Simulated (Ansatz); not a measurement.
# Energy profile

The step: SiNH₅O ([NH2][SiH2][OH]) + HCl → SiH₃ClO ([OH][SiH2][Cl]) + NH₃ (still joined by a long Si–N bond); bonds formed: Si1–Cl7, N2–H6; bonds broken: H6–Cl7; bonds weakened to dative contacts: Si1–N2 (atoms numbered as in the saddle structure below).

Si1  (-0.474, 0.267, -0.529)
N2  (0.512, -0.516, 0.813)
H3  (0.442, 1.083, -1.338)
H4  (-1.658, 0.840, 0.115)
O5  (-1.009, -1.003, -1.435)
H6  (0.771, 0.452, 1.338)
Cl7  (0.682, 2.191, 1.406)
H8  (1.345, -1.003, 0.499)
H9  (-0.028, -1.138, 1.407)
H10  (-0.583, -1.175, -2.275)
(Å)

Electronic energies by CCSD(T) at an estimated basis limit (MP2 extrapolated from triple and quadruple zeta, plus CCSD(T) − MP2 in triple zeta), on PBE0-D4/def2-TZVP structures; SiNH$_{6}$ClO, singlet; no counterpoise correction. Program: Ansatz 0.2.0. Basis: def2-TZVPP and def2-QZVPP. Cores are frozen in the correlated methods. Extrapolation: Hartree–Fock as exp(−7.88 √X), correlation as X^−2.97.

Question: Give the profile in eV, counted from the separated reactants. (To be estimated.)

Answer: Computed:
```json
{"point": "separated: SiNH$_{5}$O (linked as [NH2][SiH2][OH]; Si1, N2, H3, H4, O5, H8, H9, H10; singlet) + HCl (H6, Cl7; singlet)", "eV": "0.000"}
{"point": "start structure", "eV": "-0.229"}
{"point": "saddle", "eV": "0.069"}
{"point": "end structure", "eV": "-0.585"}
```

The T1 diagnostic stays at or below 0.011.

Hydrogen chloride, the by-product of chloride precursors, can attack films and sites by steps of this kind.

For scale, one of the runs: CCSD(T)/def2-TZVPP, 230 basis functions, launched by `ansatz run in.yaml --threads 4 --pin off --events-out ev --progress --plain --max-ram 9574MiB`. The run took 64 s on 4 CPU threads of an Arm Neoverse V2 (shared host), with 3.8 GiB of host memory at its peak.
